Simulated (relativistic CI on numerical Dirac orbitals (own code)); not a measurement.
## Electric-dipole transitions in Al X

Computed by Dirac-Coulomb-Breit CI, separate exchange-only KLI orbitals for each configuration, QED by a radiative potential, valence Slater integrals scaled by 0.9, P86 correlation estimate, and configurations built on the next ion tied to the tabulated ionisation energy (semi-empirical) (own radial code, finite nucleus).

CI space (outside the closed core 1s2): 2s², 2s3s, 2s3p, 2s2p, 2s3d, 2s4s, 2p², 2p3s, 2p3p, 2s4p, 2s4d, 2s4f, 3s², 3s3p, 3p². Levels of other configurations are missing.

| λ vac (nm) | Lower | Upper | A (s⁻¹) | E lower (eV) | E upper (eV) |
| --- | --- | --- | --- | --- | --- |
| 4.2400 | 2s2p ³P°1 [3] | 2s4d ³D2 [42] | 1.97e+11 | 19.804 | 312.222 |
| 4.2463 | 2s2p ³P°2 [4] | 2s4d ³D3 [43] | 2.62e+11 | 20.252 | 312.234 |
| 4.4884 | 2s2p ¹P°1 [5] | 2s4d ¹D2 [44] | 2.77e+11 | 37.169 | 313.404 |
| 5.1841 | 2s² ¹S0 [1] | 2s3p ¹P°1 [13] | 3.90e+11 | 0.000 | 239.160 |
| 5.5290 | 2s2p ³P°0 [2] | 2s3d ³D1 [17] | 5.53e+11 | 19.601 | 243.842 |
| 5.5336 | 2s2p ³P°1 [3] | 2s3d ³D2 [18] | 7.44e+11 | 19.804 | 243.862 |
| 5.5341 | 2s2p ³P°1 [3] | 2s3d ³D1 [17] | 4.14e+11 | 19.804 | 243.842 |
| 5.5438 | 2s2p ³P°2 [4] | 2s3d ³D3 [19] | 9.88e+11 | 20.252 | 243.897 |
| 5.5447 | 2s2p ³P°2 [4] | 2s3d ³D2 [18] | 2.47e+11 | 20.252 | 243.862 |
| 5.9031 | 2s2p ¹P°1 [5] | 2s3d ¹D2 [20] | 7.14e+11 | 37.169 | 247.200 |
| 15.418 | 2s3s ³S1 [11] | 2s4p ³P°2 [39] | 2.52e+10 | 230.087 | 310.504 |
| 16.700 | 2s3p ¹P°1 [13] | 2s4d ¹D2 [44] | 5.40e+10 | 239.160 | 313.404 |
| 17.021 | 2s3p ³P°1 [15] | 2s4d ³D2 [42] | 4.50e+10 | 239.378 | 312.222 |
| 17.039 | 2s3p ³P°2 [16] | 2s4d ³D3 [43] | 7.04e+10 | 239.470 | 312.234 |
| 17.806 | 2s3d ³D1 [17] | 2s4f ³F°2 [45] | 1.23e+11 | 243.842 | 313.472 |
| 17.811 | 2s3d ³D2 [18] | 2s4f ³F°3 [46] | 1.30e+11 | 243.862 | 313.474 |
| 17.818 | 2s3d ³D3 [19] | 2s4f ³F°4 [47] | 1.46e+11 | 243.897 | 313.479 |
| 18.661 | 2s3d ¹D2 [20] | 2s4f ¹F°3 [48] | 1.40e+11 | 247.200 | 313.642 |
| 33.357 | 2s² ¹S0 [1] | 2s2p ¹P°1 [5] | 5.91e+09 | 0.000 | 37.169 |
| 132.13 | 2s3s ³S1 [11] | 2s3p ³P°2 [16] | 3.67e+08 | 230.087 | 239.470 |

Terms are leading LS components. Brackets give the number of a level in order of energy, since labels repeat. The list gives strong lines, with weight on those to low levels, without configurations that were not tied to measured data, without lines whose two gauges differ by over a factor of 2.5, among the lowest 48 of 58 levels, so that lines to higher ones, which can be the strongest, are missing. Levels whose partners in the same complex of configurations lie outside the list can be far off, and so can their lines. Rates are taken at the computed energies, electric ones in the length gauge.

Configurations that consist of the next ion and one excited electron were tied to the tabulated ionisation energy; Rydberg ones are usually within 1,000 to 3,000 cm⁻¹ and the lowest ones within about 6,000 (9,000 in d shells), while levels on excited terms of the next ion carry the error of that term, and the other configurations can be misplaced by 10,000 cm⁻¹ or more. Rates follow the energies as ν³ (E1, M1) or ν⁵ (E2), so rates, branching and lifetimes can be off by large factors.
